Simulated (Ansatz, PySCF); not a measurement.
Dimer: H2O (SMILES O) (first 3 atoms) with Si2H6 (SMILES [SiH3][SiH3]); geometry from B3LYP-D3(BJ)/def2-TZVP.
(charge 0, multiplicity 1):
```tsv
atom	x (Å)	y (Å)	z (Å)
O	0.7691	0.6881	0.7472
H	1.5741	0.1666	0.6564
H	0.1703	0.3582	0.0684
Si	-0.4144	-1.2032	2.9804
Si	-0.4026	1.0523	3.6339
H	0.9586	-1.6870	2.6895
H	-1.2425	-1.4074	1.7653
H	-0.9732	-2.0726	4.0481
H	0.9786	1.5846	3.6614
H	-0.9677	1.1809	5.0029
H	-1.2349	1.8687	2.7212
```

Basis-set superposition error: the interaction energy with monomers in their own basis, and in the dimer's basis (counterpoise).

Codes used: Ansatz (Gaussian orbitals); PySCF for 6-31G* rows, M06-2X. Each number belongs to the level named beside it.

```json
[
 {"level": "HF/6-31G*", "uncorrected (kcal/mol)": "-3.19", "counterpoise (kcal/mol)": "-1.07", "difference": "2.12"},
 {"level": "HF/aug-cc-pV(D+d)Z", "uncorrected (kcal/mol)": "-1.18", "counterpoise (kcal/mol)": "-0.66", "difference": "0.52"},
 {"level": "SVWN5/def2-TZVPPD", "uncorrected (kcal/mol)": "-5.21", "counterpoise (kcal/mol)": "-5.13", "difference": "0.08"},
 {"level": "BLYP/def2-TZVPPD", "uncorrected (kcal/mol)": "-0.13", "counterpoise (kcal/mol)": "-0.05", "difference": "0.07"},
 {"level": "B3LYP/6-31G*", "uncorrected (kcal/mol)": "-4.84", "counterpoise (kcal/mol)": "-1.08", "difference": "3.76"},
 {"level": "M06-2X/def2-TZVPPD", "uncorrected (kcal/mol)": "-4.06", "counterpoise (kcal/mol)": "-3.98", "difference": "0.07"},
 {"level": "CAM-B3LYP/def2-TZVPPD", "uncorrected (kcal/mol)": "-2.04", "counterpoise (kcal/mol)": "-1.97", "difference": "0.07"},
 {"level": "B2PLYP/def2-TZVPPD", "uncorrected (kcal/mol)": "-2.00", "counterpoise (kcal/mol)": "-1.78", "difference": "0.22"},
 {"level": "MP2/6-31G*", "uncorrected (kcal/mol)": "-5.49", "counterpoise (kcal/mol)": "-1.52", "difference": "3.97"},
 {"level": "CCSD(T)/aug-cc-pV(D+d)Z", "uncorrected (kcal/mol)": "-3.82", "counterpoise (kcal/mol)": "-2.53", "difference": "1.29"}
]
```

The error is largest for MP2/6-31G* (3.97 kcal/mol) and smallest for CAM-B3LYP/def2-TZVPPD (0.07 kcal/mol).

Ansatz is a quantum-chemistry and plane-wave program.
